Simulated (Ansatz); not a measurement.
`[OH][GeH2][GeH3]`, charge 0, multiplicity 1.

**Question.** Give a relaxed structure at PBE0-D4/def2-TZVP (the Gaussian-basis code of Ansatz). (An estimate is asked.)

**Answer.** The calculation gave: 
Z-matrix (Å, degrees):
```
Ge
Ge 1 2.430
O 1 1.789 2 110.1
H 1 1.535 2 112.5 3 115.1
H 1 1.545 2 110.9 3 -121.1
H 2 1.538 1 110.5 3 176.8
H 2 1.539 1 109.7 3 57.4
H 2 1.536 1 110.6 3 -62.5
H 3 0.960 1 112.4 2 -65.4
```
This is one stationary point; other conformers may exist.
